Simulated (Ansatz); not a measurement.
Cartesian coordinates in Å:
```
N 0.954 2.567 -0.558
C 0.599 1.521 -0.230
Ga 0.039 -0.219 0.405
O -0.794 -1.133 -0.862
H 0.293 -0.730 1.842
H -1.092 -2.006 -0.597
```

Total charge 0; spin multiplicity 1.

(1) List the ωB97M-V/def2-TZVPP orbital energies in eV (the Gaussian-basis code of Ansatz). (Estimate.)

## Answers

(1) Computed: Occupied: -10154.72, -1258.19, -1112.40, -1112.28, -1112.25, -526.46, -394.90, -282.06, -155.62, -108.15, -107.87, -107.83, -30.84, -28.07, -27.20, -27.12, -27.08, -27.01, -26.74, -18.04, -15.77, -14.26, -12.73, -12.51, -12.39, -12.06, -11.84. Lowest empty: -0.30, 1.18, 2.00, 2.86, 3.49, 3.61, 4.52, 4.81.
